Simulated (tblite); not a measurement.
Run record: tight-binding relaxation, `C[C@@H]([Se]C#N)[SiH]([SiH3])[SiH3]`.

Computed with GFN2-xTB geometry optimisation, gas phase (tblite 0.8.0). Start geometry: from a force field or distance geometry. The command runs a driver script over a list of jobs; the input below is this job's line of settings and its coordinates in Å.

Command:
```bash
OMP_NUM_THREADS=1 python probes_run.py task.json out
```

Input:
```
{"job": {"kind": "relax", "xc": "GFN2-xTB", "basis": "xTB"}, "charge": 0, "multiplicity": 1}
C      1.069400    -2.063400     0.140800
C      0.963300    -0.637500     0.706300
Se     2.735300     0.095200     0.568200
C      2.774700     1.877600    -0.071800
N      2.812000     2.950000    -0.420100
Si    -0.339200     0.210600    -0.261900
Si    -2.188600    -1.050000    -0.029700
Si    -0.861600     2.233900     0.477700
H      0.041900    -2.400000    -0.114400
H      1.606000    -2.740100     0.811400
H      1.582600    -1.925100    -0.850200
H      0.660100    -0.745900     1.773000
H      0.004800     0.176400    -1.677200
H     -2.496300    -1.794800    -1.252500
H     -1.945800    -2.060100     1.023500
H     -3.328600    -0.246300     0.469700
H     -1.281900     3.020800    -0.706300
H     -2.061600     2.157300     1.344700
H      0.243700     2.950800     1.091700
```

Output:
```
step      E/eV     max force
  0    -631.27972    3.540
  1    -631.35019    6.176
  2    -631.63683    1.146
  3    -631.71710    1.250
  4    -631.78775    0.922
  5    -631.84450    0.593
  6    -631.88270    0.607
  7    -631.91907    0.455
  8    -631.95217    0.480
  9    -631.97888    0.416
... (168 lines left out)
178    -632.28441    0.026
179    -632.28449    0.027
180    -632.28455    0.039
181    -632.28462    0.050
182    -632.28468    0.030
183    -632.28473    0.019
184    -632.28475    0.016
185    -632.28477    0.019
186    -632.28479    0.014
187    -632.28480    0.006
```

«max force» is the largest atomic force in eV/Å.

Summary of the converged run: energy lowered by 23.2 kcal/mol over 187 steps; largest atomic force 0.006 eV/Å at the end.

The run took 5.1 s of wall time on Intel Xeon at 2.70 GHz, one thread, no GPU, shared host with 64 logical CPUs at a one-minute load of 63.
Labels such as C1 count atoms from 1, the log's own numbers from 0.
